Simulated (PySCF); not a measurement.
**Working out the ionisation energy of P²⁺**

P²⁺ [Ne] 3s2 3p1 (2P) → P³⁺ [Ne] 3s2 (1S). Computed with PySCF 2.14 in cc-pVDZ-DK (4s3p1d, 18 functions), with scalar relativity by spin-free X2C-1e. Frozen: [Ne]. Energies in hartree (1 hartree = 27.21139 eV):

```
            part  P²⁺ (lower)  P³⁺ (upper)
             UHF  -340.454370  -339.368685
CCSD correlation    -0.057834    -0.047771
             (T)    -0.000590     0.000000
```

**Question.** What does Hartree-Fock give?

**Answer.** (-339.368685) − (-340.454370) = 1.085685 hartree = 29.543 eV.

**Question.** What do CCSD and CCSD(T) give?

**Answer.** The CCSD correlation energies differ by 0.010063 hartree = 0.274 eV and the triples by 0.000590 hartree = 0.016 eV, so CCSD gives 29.817 eV and CCSD(T) 29.833 eV.

Reference: 30.203 eV (measured; NIST Atomic Spectra Database, ionization energies), between the lowest levels; spin-orbit coupling is absent from the calculation.

A double-zeta basis recovers only part of the correlation energy.

What remains against the reference includes basis incompleteness, the frozen core and higher excitations.
